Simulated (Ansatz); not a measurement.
These are frozen-core CCSD(T)/def2-TZVPP // PBE-D3(BJ)/def2-SVP run with Ansatz (a quantum-chemistry and plane-wave program) values and carry that method's errors.

Ansatz 0.2 input:
```yaml
crystal:
  periodic: [false, false, false]
  atoms:
    - { symbol: Zn, position_ang: [0.014372, -0.100858, -0.001513] }
    - { symbol: Cl, position_ang: [-0.959793, -0.498662, 1.832164] }
    - { symbol: N, position_ang: [0.678102, 0.334853, -1.650527] }
    - { symbol: H, position_ang: [0.981911, -0.492192, -2.183753] }
    - { symbol: H, position_ang: [1.507344, 0.942835, -1.593106] }
basis:
  gaussian: { orbitals: def2-TZVPP }
correlation:
  method: ccsd_t
```

Output:

```
Functional definition: HF
1051 factors; integrals over basis functions are off by at most 9.1e-4 eV
mean field evaluation 1: about -62393.0551 eV, gradient 3.8e1 eV
mean field evaluation 2: about -62393.2887 eV, gradient 3.8e1 eV
mean field evaluation 4: about -62396.1900 eV, gradient 5.0e0 eV
mean field evaluation 8: about -62396.2293 eV, gradient 5.6e-1 eV
mean field evaluation 16: about -62393.0550 eV, gradient 3.8e1 eV
mean field -62396.23025197 eV, -2293.0191680759 hartree, gradient 3.3e-6 eV, S^2 0.000000; 0 other end points of the search recorded, 0 dependent functions left out
11 core orbitals not correlated
reference -62396.23025197 eV, -2293.0191680759 hartree; 17, 17 occupied and 137, 137 virtual orbitals, 1051 factors
second order -33.80930234 eV of doubles, -0.00000000 eV of singles
cycle   1  -30.78184383 eV  change     3.0e0 eV  update   1.5e-1
cycle   2  -31.95281058 eV  change    -1.2e0 eV  update   7.2e-2
cycle   3  -32.19381105 eV  change   -2.4e-1 eV  update   2.3e-2
cycle   4  -32.14836444 eV  change    4.5e-2 eV  update   9.4e-3
cycle   5  -32.12682253 eV  change    2.2e-2 eV  update   3.6e-3
cycle   6  -32.13106004 eV  change   -4.2e-3 eV  update   1.3e-3
cycle   7  -32.13139938 eV  change   -3.4e-4 eV  update   5.9e-4
cycle   8  -32.13037903 eV  change    1.0e-3 eV  update   2.2e-4
cycle   9  -32.13066338 eV  change   -2.8e-4 eV  update   8.8e-5
cycle  10  -32.13080185 eV  change   -1.4e-4 eV  update   3.6e-5
cycle  11  -32.13068617 eV  change    1.2e-4 eV  update   1.9e-5
cycle  12  -32.13068131 eV  change    4.9e-6 eV  update   9.6e-6
perturbative correction -0.94878498 eV, -0.0348672049 hartree
Total energy: -62429.30971826 eV, -2294.2348160400 hartree
```

Cost: around 100 core-seconds (rough).
